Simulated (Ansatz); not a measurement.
`FCC(F)=C(F)F`, charge 0, multiplicity 1.

**Question.** Give a relaxed structure at PBE0-D4/def2-TZVP (Ansatz). (An estimate is asked.)

**Answer.** Ansatz gave: 
Z-matrix (Å, degrees):
```
C
C 1 1.474
F 1 1.384 2 111.1
H 1 1.091 2 110.2 3 120.4
H 1 1.094 2 109.7 3 -118.7
C 2 1.326 1 125.2 3 -107.5
F 2 1.338 1 116.5 3 72.7
F 6 1.311 2 123.8 1 0.7
F 6 1.305 2 124.5 1 -178.8
```
This is one stationary point; other conformers may exist.
